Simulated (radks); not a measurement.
Results of a calculation; reference values are marked as such.
Mean orbital radii <r> (bohr) of the samarium ion Sm3+, [Xe] 4f5, at several levels of relativity; Dirac values are averaged over j with weights 2j + 1. Spin-unpolarised spherical Kohn-Sham, LDA (Slater exchange, Perdew-Wang correlation), point nucleus unless stated (finite: rms radius 5.0819 fm), a radial shooting solver on a logarithmic mesh with Libxc functionals. A level marked "c x" has the speed of light scaled by that factor and shares open shells by 2j + 1; other Dirac levels either fill j = l - 1/2 first or share by 2j + 1.

| shell | non-rel. | scalar-rel., finite nucleus | Dirac, 2j+1 shares | Dirac, 2j+1 shares, finite nucleus | change of magnitude, last against first (%) |
|---|---|---|---|---|---|
| 1s | 0.02449 | 0.02276 | 0.02276 | 0.02276 | -7.07 |
| 2s | 0.1045 | 0.09708 | 0.09656 | 0.09657 | -7.55 |
| 2p | 0.08862 | 0.08550 | 0.08518 | 0.08518 | -3.88 |
| 3s | 0.2710 | 0.2553 | 0.2549 | 0.2549 | -5.94 |
| 3p | 0.2606 | 0.2535 | 0.2529 | 0.2529 | -2.95 |
| 3d | 0.2320 | 0.2311 | 0.2311 | 0.2311 | -0.36 |
| 4s | 0.6122 | 0.5787 | 0.5787 | 0.5787 | -5.47 |
| 4p | 0.6275 | 0.6124 | 0.6117 | 0.6117 | -2.53 |
| 4d | 0.6672 | 0.6680 | 0.6683 | 0.6683 | +0.17 |
| 5s | 1.455 | 1.375 | 1.376 | 1.376 | -5.40 |
| 5p | 1.614 | 1.583 | 1.581 | 1.581 | -1.99 |
| 4f | 0.8652 | 0.9043 | 0.9050 | 0.9049 | +4.59 |
